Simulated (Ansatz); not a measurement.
**Molecular dynamics of C3H10BClSi**

The input (input.yaml):

```yaml
crystal:
  periodic: [false, false, false]
  atoms:
    - { symbol: C, position_ang: [-1.225534, -1.078486, 2.000005] }
    - { symbol: B, position_ang: [-0.095642, -0.185431, 1.335348] }
    - { symbol: C, position_ang: [1.114672, -0.676442, 0.501804] }
    - { symbol: Si, position_ang: [0.74593, -0.138124, -1.287391] }
    - { symbol: C, position_ang: [0.692591, 1.716749, -1.623782] }
    - { symbol: Cl, position_ang: [-0.074887, 2.003378, -3.326366] }
    - { symbol: H, position_ang: [-1.305976, -2.089717, 1.540521] }
    - { symbol: H, position_ang: [-0.944075, -1.293203, 3.064299] }
    - { symbol: H, position_ang: [-2.227587, -0.565984, 2.003494] }
    - { symbol: H, position_ang: [-0.208926, 0.946492, 1.489385] }
    - { symbol: H, position_ang: [1.990297, -0.127971, 0.873243] }
    - { symbol: H, position_ang: [1.337835, -1.753933, 0.556502] }
    - { symbol: H, position_ang: [1.721455, -0.936951, -2.049324] }
    - { symbol: H, position_ang: [-0.539876, -0.554835, -1.54975] }
    - { symbol: H, position_ang: [-0.000888, 2.247896, -0.968652] }
    - { symbol: H, position_ang: [1.643563, 2.26359, -1.540918] }
basis:
  gaussian: { orbitals: STO-3G }
hamiltonian:
  xc: cam_b3lyp
  dispersion: d4
md:
  timestep: 0.25
  n_steps: 150
  ensemble: nvt_nose_hoover
  temperature: 300.0
  initial_velocities: maxwell_boltzmann
  seed: 202350
  nose_hoover: { tau: 20.0, chain_length: 1 }
scf:
  lower_state_search: "off"
```

Launched with:

```bash
$ ansatz run input.yaml --threads 1 --pin off --max-ram 2048MiB --backend cpu --events-out ev --progress --plain --runs-dir out
```

It goes on from the last frame of an earlier run, with new velocities.

Output, in part (one step line in 6, the closing report, with atoms numbered from 0):

```
md step     0: t =     0.00 fs  T =   300.0 K  F+E_penalty+E_count = -24073.55887173 eV  E_kin = 0.542892 eV  conserved = -24073.01597973 eV  (14 SCF iters)
md step     6: t =     1.50 fs  T =   254.7 K  F+E_penalty+E_count = -24073.47653910 eV  E_kin = 0.460990 eV  conserved = -24073.01560945 eV  (13 SCF iters)
md step    12: t =     3.00 fs  T =   217.4 K  F+E_penalty+E_count = -24073.40794115 eV  E_kin = 0.393394 eV  conserved = -24073.01532774 eV  (13 SCF iters)
md step    18: t =     4.50 fs  T =   246.6 K  F+E_penalty+E_count = -24073.45947409 eV  E_kin = 0.446294 eV  conserved = -24073.01593112 eV  (13 SCF iters)
md step    24: t =     6.00 fs  T =   206.9 K  F+E_penalty+E_count = -24073.38430204 eV  E_kin = 0.374438 eV  conserved = -24073.01549657 eV  (13 SCF iters)
md step    30: t =     7.50 fs  T =   198.8 K  F+E_penalty+E_count = -24073.36555248 eV  E_kin = 0.359692 eV  conserved = -24073.01507254 eV  (13 SCF iters)
md step    36: t =     9.00 fs  T =   313.9 K  F+E_penalty+E_count = -24073.56858255 eV  E_kin = 0.568099 eV  conserved = -24073.01594216 eV  (13 SCF iters)
md step    42: t =    10.50 fs  T =   342.4 K  F+E_penalty+E_count = -24073.61180702 eV  E_kin = 0.619531 eV  conserved = -24073.01607914 eV  (13 SCF iters)
md step    48: t =    12.00 fs  T =   260.3 K  F+E_penalty+E_count = -24073.45562299 eV  E_kin = 0.471047 eV  conserved = -24073.01500018 eV  (13 SCF iters)
md step    54: t =    13.50 fs  T =   306.5 K  F+E_penalty+E_count = -24073.53338677 eV  E_kin = 0.554621 eV  conserved = -24073.01573331 eV  (13 SCF iters)
md step    60: t =    15.00 fs  T =   329.1 K  F+E_penalty+E_count = -24073.56674546 eV  E_kin = 0.595498 eV  conserved = -24073.01602927 eV  (13 SCF iters)
md step    66: t =    16.50 fs  T =   234.1 K  F+E_penalty+E_count = -24073.38775071 eV  E_kin = 0.423722 eV  conserved = -24073.01519455 eV  (13 SCF iters)
md step    72: t =    18.00 fs  T =   223.2 K  F+E_penalty+E_count = -24073.36221491 eV  E_kin = 0.403888 eV  conserved = -24073.01518076 eV  (13 SCF iters)
md step    78: t =    19.50 fs  T =   302.7 K  F+E_penalty+E_count = -24073.49858042 eV  E_kin = 0.547710 eV  conserved = -24073.01594235 eV  (13 SCF iters)
md step    84: t =    21.00 fs  T =   290.1 K  F+E_penalty+E_count = -24073.46586779 eV  E_kin = 0.524986 eV  conserved = -24073.01557443 eV  (13 SCF iters)
md step    90: t =    22.50 fs  T =   269.9 K  F+E_penalty+E_count = -24073.42017311 eV  E_kin = 0.488369 eV  conserved = -24073.01525624 eV  (13 SCF iters)
md step    96: t =    24.00 fs  T =   311.3 K  F+E_penalty+E_count = -24073.48580321 eV  E_kin = 0.563262 eV  conserved = -24073.01587600 eV  (13 SCF iters)
md step   102: t =    25.50 fs  T =   274.5 K  F+E_penalty+E_count = -24073.40879240 eV  E_kin = 0.496697 eV  conserved = -24073.01549197 eV  (13 SCF iters)
md step   108: t =    27.00 fs  T =   240.1 K  F+E_penalty+E_count = -24073.33733747 eV  E_kin = 0.434469 eV  conserved = -24073.01507297 eV  (13 SCF iters)
md step   114: t =    28.50 fs  T =   301.8 K  F+E_penalty+E_count = -24073.43934534 eV  E_kin = 0.546229 eV  conserved = -24073.01566601 eV  (13 SCF iters)
md step   120: t =    30.00 fs  T =   317.1 K  F+E_penalty+E_count = -24073.45462430 eV  E_kin = 0.573845 eV  conserved = -24073.01573842 eV  (13 SCF iters)
md step   126: t =    31.50 fs  T =   274.5 K  F+E_penalty+E_count = -24073.36548624 eV  E_kin = 0.496671 eV  conserved = -24073.01491571 eV  (13 SCF iters)
md step   132: t =    33.00 fs  T =   354.8 K  F+E_penalty+E_count = -24073.49963792 eV  E_kin = 0.641984 eV  conserved = -24073.01565521 eV  (13 SCF iters)
md step   138: t =    34.50 fs  T =   387.4 K  F+E_penalty+E_count = -24073.54538632 eV  E_kin = 0.701132 eV  conserved = -24073.01602994 eV  (13 SCF iters)
md step   144: t =    36.00 fs  T =   271.7 K  F+E_penalty+E_count = -24073.32458136 eV  E_kin = 0.491654 eV  conserved = -24073.01491206 eV  (13 SCF iters)
md step   150: t =    37.50 fs  T =   266.4 K  F+E_penalty+E_count = -24073.30711280 eV  E_kin = 0.482133 eV  conserved = -24073.01504854 eV  (13 SCF iters)
Total energy: -24073.30723172 eV, -884.6777232919 hartree
Atom 0 at    -1.175391    -1.172438     1.926452 Å, force    -1.228609    -0.448265     0.570601 eV/Å
Atom 1 at    -0.034112    -0.171847     1.473978 Å, force    -0.362560     0.944960     1.551963 eV/Å
Atom 2 at     1.013943    -0.603576     0.490363 Å, force     2.927552    -2.023585    -1.549120 eV/Å
Atom 3 at     0.662644    -0.042175    -1.290107 Å, force     2.385844    -1.543521     0.608909 eV/Å
Atom 4 at     0.793762     1.771044    -1.659775 Å, force     0.627059    -0.713668    -1.253553 eV/Å
Atom 5 at    -0.057921     1.921547    -3.307404 Å, force     0.196754     0.466552     0.442133 eV/Å
Atom 6 at    -1.173930    -2.145797     1.407491 Å, force     0.020376     0.517858    -0.446448 eV/Å
Atom 7 at    -1.219209    -1.500811     2.980611 Å, force     0.964733     0.622496     0.129572 eV/Å
Atom 8 at    -2.189939    -0.731904     1.855128 Å, force     0.342231     0.015594    -0.617791 eV/Å
Atom 9 at     0.085342     0.964459     1.871257 Å, force    -0.634950    -0.991488    -0.104913 eV/Å
Atom 10 at     2.067523    -0.205098     0.673275 Å, force    -1.545799    -0.487529     0.132281 eV/Å
Atom 11 at     1.105732    -1.758477     0.366038 Å, force    -0.199233     2.305691     0.358147 eV/Å
Atom 12 at     1.687384    -0.781543    -2.056163 Å, force    -0.725031     0.703680     0.210092 eV/Å
Atom 13 at    -0.581252    -0.552362    -1.597584 Å, force    -1.681351    -0.310371    -0.643762 eV/Å
Atom 14 at     0.318479     2.378105    -0.922194 Å, force    -0.893525     1.044637     0.639350 eV/Å
Atom 15 at     1.826911     2.131982    -1.795286 Å, force    -0.193492    -0.103042    -0.027459 eV/Å
Dipole moment:     0.227968    -0.101979     0.295608 e Å
```

All steps were run. The conserved energy stayed within 0.077 meV per atom of its start (net change 0.058 meV per atom), so the integration is sound. A run of 0.037 ps of so small a system gives no equilibrium averages. Limits of this set-up: minimal basis.

The same pairs are bonded in the first frame and the last. Pairs count as bonded within 1.25 times the sum of covalent radii (0.12 Å more for H–H).

Last frame:

```xyz
16
Properties=species:S:1:pos:R:3
C -1.175 -1.172 1.927
B -0.034 -0.172 1.474
C 1.014 -0.604 0.490
Si 0.663 -0.042 -1.290
C 0.794 1.771 -1.660
Cl -0.058 1.921 -3.307
H -1.174 -2.146 1.407
H -1.219 -1.501 2.981
H -2.190 -0.732 1.855
H 0.085 0.965 1.871
H 2.067 -0.205 0.673
H 1.106 -1.758 0.366
H 1.687 -0.781 -2.056
H -0.581 -0.552 -1.598
H 0.319 2.378 -0.922
H 1.827 2.132 -1.795
```

Time of the run: 13 min on 1 thread of Arm Neoverse N1, on a shared host, peak memory 0.12 GiB.
